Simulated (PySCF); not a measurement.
(E)-3-chloropent-3-en-1-yne (C5H5Cl), SMILES C#C/C(Cl)=C\C.

The structure is a stationary point at B3LYP-D3(BJ)/def2-SVP.

Vertical ionisation energy (IE) and electron affinity (EA) in eV. Rows of orbital energies are one-electron estimates. Where ΔSCF, EOM or ADC give a negative EA the extra electron is unbound and the value depends on the basis.

```
level                                           IE    EA
--------------------------------------------  ----  ----
−ε(HOMO), −ε(LUMO), M06-2X/def2-TZVP (PySCF)     …     …
−ε(HOMO), −ε(LUMO), PBE/def2-TZVP (PySCF)     5.90  2.03
```

Task: Fill in the missing entries. (An estimate is asked for; the answer gives what the named calculation found.)

Result: 
- −ε(HOMO), −ε(LUMO), M06-2X/def2-TZVP (PySCF), IE: 8.10
- −ε(HOMO), −ε(LUMO), M06-2X/def2-TZVP (PySCF), EA: 0.28
